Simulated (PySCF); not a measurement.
The scaffold ethynyl-X carries different groups X. All species are isolated molecules in the gas phase. One relaxed conformer stands for each flexible species; it need not be the lowest. Strings in code marks are SMILES.

Level of theory: PBE-D3(BJ)/def2-TZVP // B3LYP-D3(BJ)/def2-TZVP (PySCF). All candidates: neutral, multiplicity 1. Delta-SCF ions had no search for a lower state. Excitations are Tamm–Dancoff values on a coarser integration grid. The basis has no diffuse functions, so Rydberg states are missing or too high.

```yaml
T1 excitation (TDA): 4.25 eV
dipole_moment: 0.83 D
vertical ionisation energy (Delta-SCF): 9.19 eV
```

Problem. Name which member has these values.
A. `C#CC(F)F`
B. `BC#C`
C. `C#CC(C)=O`
D. `C#CS`

Solution. D, `C#CS`. The others give `BC#C`: 3.23 eV, 1.07 D, 10.36 eV; `C#CC(F)F`: 5.29 eV, 2.08 D, 11.31 eV; `C#CC(C)=O`: 3.09 eV, 2.93 D, 9.85 eV
